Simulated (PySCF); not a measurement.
How methods differ on the excitation energy of K

K [Ar] 4s1 (2S) → K [Ar] 4p1 (2P), as a difference of total energies. Computed with PySCF 2.14 in def2-TZVPPD (6s5p3d, 36 functions), with the non-relativistic Hamiltonian (point nucleus). Correlated levels: valence and next inner shell: [Ne] frozen. The calculations carry no spin-orbit coupling.

```json
{"method": "UHF", "excitation energy (eV)": "1.409", "difference from reference (eV)": "-0.206"}
{"method": "MP2 (valence and next inner shell)", "excitation energy (eV)": "1.556", "difference from reference (eV)": "-0.059"}
{"method": "SCS-MP2 (valence and next inner shell)", "excitation energy (eV)": "1.524", "difference from reference (eV)": "-0.091"}
{"method": "CCSD (valence and next inner shell)", "excitation energy (eV)": "1.551", "difference from reference (eV)": "-0.064"}
{"method": "CCSD(T) (valence and next inner shell)", "excitation energy (eV)": "1.558", "difference from reference (eV)": "-0.057"}
{"method": "CCSDT (valence and next inner shell)", "excitation energy (eV)": "1.559", "difference from reference (eV)": "-0.056"}
```

Reference: 1.615 eV (measured; NIST levels, between the centres of gravity of the two terms).

These non-relativistic numbers lack the scalar-relativistic shift.

Errors of the correlated levels include the incompleteness of this basis and the frozen core.
